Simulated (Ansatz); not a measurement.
**Two structures, one formula**

The two ends of one reaction step of GaH5SO, closed shell (PBE0-D4/def2-TZVP).

A:

Ga1  (-0.665, -0.723, 0.320)
O2  (-1.369, 0.828, -0.325)
H3  (-0.480, -1.830, -0.769)
H4  (-0.751, -0.935, 1.872)
H5  (1.134, 1.296, -0.518)
S6  (1.804, 0.311, 0.109)
H7  (-1.777, 1.362, 0.358)
H8  (2.104, -0.308, -1.045)
(Å)

B:

```xyz
8
angstrom
Ga -0.1363 -0.8744 0.3473
O -1.0013 0.9996 -0.3606
H -0.5554 -1.8566 -0.7906
H -0.7129 -0.8317 1.8037
H -0.1535 1.4694 -0.4300
S 1.9289 0.0329 0.1861
H -1.5201 1.4548 0.3114
H 2.1507 -0.3941 -1.0672
```

Ansatz 0.2.0; basis: def2-TZVPP; cores frozen in the correlated methods. Filled d shells of the heavier atoms are correlated. The def2 sets are not built for correlating such inner shells, so the correlated values are less sure here. B3LYP uses VWN-RPA correlation.

Q: Which structure is lower at CCSD(T), and by how much? (To be estimated.)

A: The calculation gives: B, by 56.9 kJ/mol (electronic energy, against the other). By their contacts, A is GaH₅SO ([OH][GaH2][SH2]) and B is GaH₅SO ([OH2][GaH2][SH]).

All methods give the same order:

| method | E(B) − E(A) (kJ/mol) |
| --- | --- |
| SPW92 | -63.1 |
| PBE-D4 | -57.2 |
| BLYP-D4 | -48.7 |
| r2SCAN-D4 | -58.5 |
| B97M-V | -58.7 |
| PBE0-D4 | -62.4 |
| B3LYP-D4 | -53.8 |
| r2SCAN0-D4 | -63.0 |
| BHLYP-D4 | -58.6 |
| CAM-B3LYP-D4 | -54.1 |
| wB97X-V | -56.0 |
| wB97M-V | -59.6 |
| B2PLYP | -54.6 |
| PBE-QIDH | -62.9 |
| RPA on PBE | -49.9 |
| HF | -59.9 |
| MP2 | -58.0 |
| CCSD | -56.9 |
| CCSD(T) | -56.9 |

No T1 diagnostic of these runs exceeds 0.014.

Labels in which every atom is bracketed show which atoms are joined, not bond orders.

For scale, one of the runs: CCSD(T)/def2-TZVPP, 191 basis functions, launched by `ansatz run in.yaml --threads 4 --pin off --events-out ev --progress --plain --max-ram 9574MiB`. Time: 56 s of wall clock on 4 CPU threads of an Intel Xeon; the host was shared. Peak host memory: 2 GiB.
